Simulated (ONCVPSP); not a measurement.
# silver (Ag) ONCV: all-electron and pseudo phase curves

ONCVPSP 4.0.1 input, shortened (lines: element, Z, core and valence counts, functional; n l f; lmax; l rc ep ncon nbas qcut; lloc lpopt rc5 dvloc0; l nproj debl; icmod fcfact rcfact), PBE, scalar-relativistic:

```
  Ag 47.00    7    3        4      upf
    1    0    2.00
    2    0    2.00
    2    1    6.00
    3    0    2.00
    3    1    6.00
    3    2   10.00
    4    0    2.00
    4    1    6.00
    4    2   10.00
    5    1    1.00
    3
    0    1.75    0.33    3    8    3.70
    1    1.65    0.00    4    9   10.40
    2    1.80    0.00    4    8   10.50
    3    1.65    0.43    4    7    6.40
    3    5    1.65    0.00
    0    2    1.60
    1    2    2.50
    2    2    1.00
    3    0    3.50
    3    3.00    1.30
```

In the s channel the program set the typed energies aside and used 0.050, 1.650 Ha.

The phase is arctan(r·R′/R) of the radial function R(r), unwrapped; energies in Ha, scanned from -4 to 5 Ha. A pole is an energy at which the radial function vanishes at the test radius. The pseudo phase is shifted by a multiple of π to meet the all-electron one at the reference energy, and phase errors are pseudo minus all-electron; the curves can meet again beyond the range given. Levels narrower than the energy grid can be missing from the lists of poles.

| channel | radius (bohr) | reference energy (Ha) | poles, all-electron | poles, pseudo | unbroken range about the reference energy with phases within 0.05 rad | phase error 1 Ha above the reference energy (rad) |
| --- | --- | --- | --- | --- | --- | --- |
| s | 1.77 | 0.05 | -3.42, 4.46 | -2.77, 4.51 | above -2.3 | +0.000 |
| p | 1.67 | -0.06 | -1.83 | -1.82 | the whole range | +0.005 |
| d | 1.83 | -0.35 | 0.25 | 0.25 | the whole range | +0.000 |
| f | 1.67 | 0.43 | 3.10 | 3.67 | below 1.9 | +0.040 |

Note: ghosts flagged at negative energy: s at -78.3 eV (a further GHOST(-) flag falls on a real empty level of the atom); GHOST(+) flagged for s at 244.8 eV, p at 548.6 eV. A true bound ghost makes a file unfit for plane-wave use.

Phases in the p channel:

```csv
E (Ha),all-electron,pseudo
-3.98,1.179,1.181
-3.50,1.065,1.068
-3.02,0.731,0.735
-2.54,-0.717,-0.716
-2.06,-1.456,-1.456
-1.58,-1.649,-1.649
-1.10,-1.754,-1.753
-0.62,-1.842,-1.842
-0.14,-1.941,-1.941
0.34,-2.080,-2.080
0.82,-2.314,-2.311
1.30,-2.764,-2.746
1.78,-3.452,-3.411
2.26,-3.976,-3.934
2.74,-4.245,-4.210
3.22,-4.392,-4.362
3.70,-4.483,-4.454
4.18,-4.545,-4.516
4.66,-4.590,-4.561
```
